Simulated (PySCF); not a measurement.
PySCF job for HSi, SMILES [SiH] (connectivity only; charge and spin as stated), charge +1, multiplicity 1, PBE-D3(BJ)/def2-TZVPD. Geometry: PBE-D3(BJ)/def2-TZVPD.

```python
import numpy as np
from pyscf import gto, scf, dft, df
from pyscf.hessian import thermo

mol = gto.M(
    atom='''
    Si    0.00000000    0.00000000   -0.10220337
    H     0.00000000    0.00000000    1.43084713
    ''',
    basis='def2-TZVPD',
    charge=1,
    spin=0,
    max_memory=1600,
    verbose=3,
)
mf = dft.RKS(mol, xc='pbe').density_fit(auxbasis='def2-universal-jkfit')
mf.disp = 'd3bj'
mf.grids.level = 3
mf.conv_tol = 1e-11
mf.max_cycle = 100
mf.kernel()

# [left out here: the lines that compute and print the analytic Hessian (its translational invariance restored by hand, since the grid's response is missing), thermochemistry and intensities]
```

Output:

```
converged SCF energy = -289.541989247364

WARN: DFTD3 does not support analytical Hessian, using finite difference


WARN: Mole.unit (angstrom) is changed to Bohr

Mode                                 0
Irrep
Freq [cm^-1]                     2046.2375
Reduced mass [au]                   1.0428
Force const [Dyne/A]                2.5726
Char temp [K]                    2944.0802
Normal mode                   x     y     z
       0  Si                 0.00 -0.00  0.04
       1   H                -0.00 -0.00 -0.98
temperature 298.1500 [K]
pressure 101325.00 [Pa]
Rotational constants [GHz] inf 220.98247 220.98247
Symmetry number 1
Zero-point energy (ZPE) 0.00466 [Eh]   12239.218 [J/mol]
                           tot       elec      trans        rot        vib
Entropy [J/mol/K]       186.840      0.000    150.782     36.053      0.005
Cv [J/mol/K]             20.828      0.000     12.472      8.314      0.042
Cp [J/mol/K]             29.142      0.000     20.786      8.314      0.042
Internal energy [J/mol]                      3718.434   2478.956  12240.478
Internal energy [Eh]   -289.53497  -289.54199
Enthalpy [J/mol]                             6197.391   2478.956  12240.478
Enthalpy [Eh]          -289.53402
Gibbs free energy [J/mol]                  -38758.150  -8270.356  12239.091
Gibbs free energy [Eh] -289.55524
mode   freq/cm-1   IR/(km/mol)
   1     2046.24        64.054
max |gradient| / (hartree/bohr): 4.1542581750723525e-05
APT charges: [ 1.0113 -0.0113]
```

The run converged.
